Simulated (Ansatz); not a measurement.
Input file for Ansatz (a quantum-chemistry and plane-wave program): R-r2SCAN/def2-TZVPP on BeH2 (SMILES [BeH2]), atoms moved off the minimum.

Ansatz 0.2 input:
```yaml
crystal:
  periodic: [false, false, false]
  atoms:
    - {symbol: Be, position_ang: [-0.00994181, 0.02551172, 0.06688154]}
    - {symbol: H, position_ang: [-0.07142375, 0.00324235, 1.31410266]}
    - {symbol: H, position_ang: [-0.08252617, -0.00390514, -1.35320541]}
basis:
  gaussian:
    orbitals: def2-TZVPP
hamiltonian:
  xc: {name: r2SCAN}
scf: {lower_state_search: off}
output: {forces: true}
```

The head of its log:

```
WARN ansatz: RAYON_NUM_THREADS=1 ignored (pool sized by the plan → 1); use --threads N
Functional definition: r2SCAN
these checks for a lower state are left out or cut short: stability, starts, cluster_reference, orbital_swaps, neighbouring_geometries, increment
integrals: 0.01 GiB planned
259 factors; their error is unknown
mean field: 0.07 GiB planned
mean field evaluation 1: about -431.7384 eV, gradient 1.2e1 eV
mean field evaluation 2: about -432.1938 eV, gradient 4.0e0 eV
```

Q: What total energy does the run end on?

A: -15.8850 hartree.
